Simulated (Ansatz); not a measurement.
Relaxation of C2H10BNO (15 atoms, charge 0, multiplicity 1), to a largest force component of 0.03 eV/Å in at most 50 steps.

Theory: Ansatz, RKS r2SCAN-D4/def2-SVP.

```xyz
15
Properties=species:S:1:pos:R:3
B -0.034 -0.299 -0.167
H -0.124 -0.548 1.007
C 1.366 -0.060 -0.841
H 1.975 -0.976 -0.781
H 1.299 0.226 -1.902
H 1.926 0.728 -0.312
N -1.222 -0.376 -0.908
H -2.125 -0.592 -0.506
H -1.256 -0.199 -1.906
O -0.153 2.095 0.880
C -1.425 2.673 0.691
H -2.105 2.009 0.122
H -1.914 2.951 1.641
H -1.287 3.595 0.103
H -0.270 1.265 1.398
```

**Question.** Where does it end, and by what steps?

**Answer.** The forces met the threshold. The force dipped under the threshold on the way, but the program's further checks kept it going. After 10 steps the energy has fallen by 0.045 eV; H14 moved furthest, 0.31 Å.

| step | energy less start (eV) | largest force component (eV/Å) | accepted |
| --- | --- | --- | --- |
| 0 | 0.0000 | 0.658 | yes |
| 1 | -0.0313 | 0.311 | yes |
| 2 | -0.0364 | 0.119 | yes |
| 3 | -0.0391 | 0.076 | yes |
| 4 | -0.0410 | 0.061 | yes |
| 5 | -0.0421 | 0.126 | yes |
| 6 | -0.0431 | 0.070 | yes |
| 7 | -0.0440 | 0.018 | yes |
| 8 | -0.0442 | 0.055 | yes |
| 9 | -0.0443 | 0.051 | yes |
| 10 | -0.0446 | 0.012 | yes |

```xyz
15
Properties=species:S:1:pos:R:3
B -0.035 -0.391 -0.219
H -0.129 -0.576 0.984
C 1.362 -0.132 -0.885
H 2.086 -0.920 -0.614
H 1.329 -0.055 -1.984
H 1.773 0.813 -0.490
N -1.229 -0.436 -0.946
H -2.135 -0.609 -0.529
H -1.266 -0.302 -1.951
O -0.132 2.269 1.037
C -1.424 2.751 0.755
H -1.947 2.142 -0.008
H -2.069 2.809 1.655
H -1.319 3.771 0.357
H -0.214 1.359 1.356
```

Whether the end is a true minimum wasn't checked by a vibrational analysis.

The run took 27 s on 4 threads of Arm Neoverse V1, on a shared host, peak memory 0.18 GiB.
